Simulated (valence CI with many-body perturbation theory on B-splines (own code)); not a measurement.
# Basis-set convergence for Si+

Method: valence CI with perturbative core correlation (CI+MBPT): three valence electrons over a frozen Dirac-Fock core [Ne], a basis of 9 s, 9 p, 8 d, 6 f, 3 g, 1 h functions for each j, with the one-electron correlation potential Σ1, the two-electron term Σ2, the three-electron term Σ3, Breit, model QED; selected CI, second order for the rest, scaled by the run's own slope (own B-spline code, finite nucleus).

Against 30 measured levels this calculation errs by 62 cm⁻¹ on average and by 149 at most. These come from a selection out of the NIST Handbook of Basic Atomic Spectroscopic Data. Levels without a partner in it may be off by more.

The reference run has the lowest level 3s²3p ²P°_1/2 and an ionisation energy of 16.3438 eV. Its largest variational space holds 13708 state functions.

Names give the largest LS component (configuration and term), which can be under half, so a name can repeat, a term be missing and a line seem to break the LS rules; names also repeat where a configuration has a term twice.

Changed runs:
A. basis 6 s, 6 p, 5 d, 3 f, 1 g
B. basis 5 s, 5 p, 4 d, 2 f

Excitation energies of the reference run in cm⁻¹, and shifts in cm⁻¹:

```csv
Level,Reference,A,B
3s²3p ²P°_3/2,288,-1.0,-1.2
3s3p² ⁴P_1/2,42700,-62,-165
3s3p² ⁴P_3/2,42809,-62,-165
3s3p² ⁴P_5/2,42985,-62,-165
3s3p² ²D_3/2,55244,+19,+112
3s3p² ²D_5/2,55260,+19,+112
3s²4s ²S_1/2,65534,-31,-98
3s3p² ²S_1/2,76738,+81,+262
3s²3d ²D_3/2,79379,+110,+555
3s²3d ²D_5/2,79394,+110,+555
3s²4p ²P°_1/2,81194,-25,-70
3s²4p ²P°_3/2,81254,-26,-71
Ionisation energy (eV),16.3438,-0.0069,-0.0197
```
